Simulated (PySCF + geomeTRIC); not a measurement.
A geometry relaxed with B3LYP-D3(BJ)/def2-TZVP in PySCF + geomeTRIC, charge 0, multiplicity 1:

```xyz
7

O     -0.6002     1.3153    -0.1635
H     -1.8263    -0.7639    -0.0937
H      0.0342     2.0371    -0.1692
S      1.7390    -0.1798     0.1511
H      1.6829    -1.5160     0.2567
O     -0.8997    -1.0144     0.0018
B     -0.0695     0.0630    -0.0176
```

**Question.** Write the SMILES of this molecule.

**Answer.** `OB(O)S`
